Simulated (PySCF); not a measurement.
Compound: C₇H₁₆N₂.
SMILES with atom numbers: `[CH3:1][CH2:2][CH2:3][N:4]([NH:5][CH3:6])[CH:7]1[CH2:8][CH2:9]1` (hydrogens: H10, H11, H12 on C1; H13, H14 on C2; H15, H16 on C3; H17 on N5; H18, H19, H20 on C6; H21 on C7; H22, H23 on C8; H24, H25 on C9)

Structure used (GFN2-xTB), in Å, numbered top down from 1:
```
atom  x, y, z in Å
C1    -3.303    0.337   -1.012
C2    -1.908   -0.267   -0.924
C3    -1.030    0.493    0.065
N4     0.302   -0.094    0.121
N5     0.205   -1.406    0.646
C6     1.266   -2.278    0.193
C7     1.233    0.735    0.836
C8     2.666    0.765    0.394
C9     1.782    1.950    0.154
H10   -3.918   -0.225   -1.711
H11   -3.254    1.369   -1.351
H12   -3.789    0.319   -0.039
H13   -1.428   -0.246   -1.903
H14   -1.968   -1.307   -0.602
H15   -0.918    1.531   -0.257
H16   -1.507    0.493    1.060
H17    0.171   -1.390    1.672
H18    1.018   -3.295    0.497
H19    2.259   -2.025    0.587
H20    1.295   -2.230   -0.894
H21    1.045    0.814    1.914
H22    2.936    0.172   -0.465
H23    3.435    0.832    1.149
H24    1.465    2.134   -0.860
H25    1.933    2.843    0.741
```

Computed at PBE0/pcSseg-1 (PySCF, non-relativistic), with Q(14N) = 0.02044 b: N4, 14N (I = 1): χzz = -6.718 MHz, η = 0.346; N5, 14N (I = 1): χzz = -7.016 MHz, η = 0.362.

(1) Where would the pure quadrupole (NQR) lines of 14N at N4 fall for the rigid, isolated species?

(2) Find the zero-field quadrupole resonance frequencies of 14N at N5.

Answers

(1) From ν± = (3/4)|χ|(1 ± η/3) and ν0 = |χ|η/2: ν+ 5.620 MHz, ν− 4.457 MHz, ν0 1.163 MHz (hydrazine nitrogen).

(2) From ν± = (3/4)|χ|(1 ± η/3) and ν0 = |χ|η/2: ν+ 5.896 MHz, ν− 4.627 MHz, ν0 1.269 MHz (hydrazine nitrogen).

In a crystal, neighbours and librations shift these lines. GFN2-xTB bond lengths can be off by several hundredths of an ångström, more for odd bonds, and the gradients follow them. With a basis this small, the couplings can be 20 % off.

One conformer stands for the species.
